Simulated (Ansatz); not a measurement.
CH5S (SMILES C[SH2+]) moved off its minimum; all values from Ansatz (a first-principles code), cores frozen in correlated methods.
(charge 1, multiplicity 1)
```xyz
7

C     -1.2003    -0.2004     0.3354
S      0.7196     0.1414    -0.2659
H     -1.7290     0.6455    -0.2490
H     -1.4798    -1.1988     0.1143
H     -1.1824     0.0476     1.4651
H      0.9593     1.1095     0.2487
H      1.2389    -0.7107     0.5473
```

```tsv
level	largest force (eV/Å)	on atom	rms difference from CCSD(T)/cc-pV(T+d)Z (eV/Å)	dipole (D)
HF/def2-TZVPP	11.97	S2	0.242	-
PBE/def2-TZVPP	12.37	S2	0.183	-
r2SCAN/def2-TZVPP	12.20	S2	0.057	-
B3LYP/def2-TZVPP	12.00	S2	0.071	-
wB97M-V/def2-TZVPP	12.05	S2	0.046	-
MP2/cc-pV(T+d)Z	12.14	S2	0.082	-
CCSD(T)/cc-pV(T+d)Z	12.08	S2	0.000	-
```

The differences count from one level among others, with limits of its own. Forces at CCSD(T)/cc-pV(T+d)Z (eV/Å):

| atom | Fx | Fy | Fz |
|---|---|---|---|
| C1 | 1.048 | 4.072 | 1.065 |
| S2 | -4.892 | -9.159 | -6.175 |
| H3 | 0.643 | -1.710 | 0.900 |
| H4 | 0.096 | -0.865 | -0.536 |
| H5 | -0.028 | -0.538 | -1.924 |
| H6 | 2.125 | 8.995 | 5.404 |
| H7 | 1.008 | -0.796 | 1.265 |
